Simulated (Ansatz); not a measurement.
N-butylpyridinium, `CCCC[n+]1ccccc1`, 24 atoms. Hardware: 4 threads of Arm Neoverse V1 on a shared host.

(1) How many basis functions does each of these Ansatz runs have, and roughly what does it cost? BLYP-D4/def2-TZVP, charge 1 singlet, energy, from earlier orbitals; HF/6-31G, charge 1 singlet, energy, from earlier orbitals; PBE-D4/def2-TZVP, charge 0 doublet, energy, from earlier orbitals; PBE-D4/def2-TZVP, charge 1 singlet, energy, from earlier orbitals; PBE-D4/def2-TZVP, charge 0 doublet at the geometry of the charge 1 singlet, energy, from earlier orbitals; PBE0-D4/def2-TZVP, charge 1 triplet at the geometry of the charge 1 singlet, energy; PBE-D4/def2-SVP, charge 1 singlet, energy, from earlier orbitals; PBE0-D4/def2-TZVP, charge 0 doublet, energy, from earlier orbitals; PBE-D4/def2-SVP, charge 1 singlet, relaxation, 5 steps; r2SCANh-D4/def2-TZVP, charge 1 singlet, energy, from earlier orbitals; B3LYP-D4/6-31G, charge 1 singlet, energy, from earlier orbitals; r2SCAN-D4/def2-TZVP, charge 1 singlet, energy and forces, from earlier orbitals.

## Answers

(1) Other jobs shared the machine, so times can vary by a factor of up to 3. A dash marks memory too small to be measured apart from the calling script's.

```tsv
run	functions	fitting or Cholesky vectors	wall time	peak host memory (GiB)
HF/6-31G, charge 1 singlet, energy, from earlier orbitals	118	1723	1.4 s	–
B3LYP-D4/6-31G, charge 1 singlet, energy, from earlier orbitals	118	1723	2.9 s	–
PBE-D4/def2-SVP, charge 1 singlet, energy, from earlier orbitals	210	2406	3.4 s	–
PBE-D4/def2-TZVP, charge 1 singlet, energy, from earlier orbitals	394	2391	8 s	0.77
BLYP-D4/def2-TZVP, charge 1 singlet, energy, from earlier orbitals	394	2391	8.5 s	0.77
PBE-D4/def2-SVP, charge 1 singlet, relaxation, 5 steps	210	2406	15 s	–
PBE-D4/def2-TZVP, charge 0 doublet, energy, from earlier orbitals	394	2391	15 s	0.88
PBE-D4/def2-TZVP, charge 0 doublet at the geometry of the charge 1 singlet, energy, from earlier orbitals	394	2391	15 s	0.88
r2SCAN-D4/def2-TZVP, charge 1 singlet, energy and forces, from earlier orbitals	394	2391	17 s	0.82
r2SCANh-D4/def2-TZVP, charge 1 singlet, energy, from earlier orbitals	394	2391	23 s	1.8
PBE0-D4/def2-TZVP, charge 0 doublet, energy, from earlier orbitals	394	2391	38 s	2.4
PBE0-D4/def2-TZVP, charge 1 triplet at the geometry of the charge 1 singlet, energy	394	2391	85 s	3.2
```
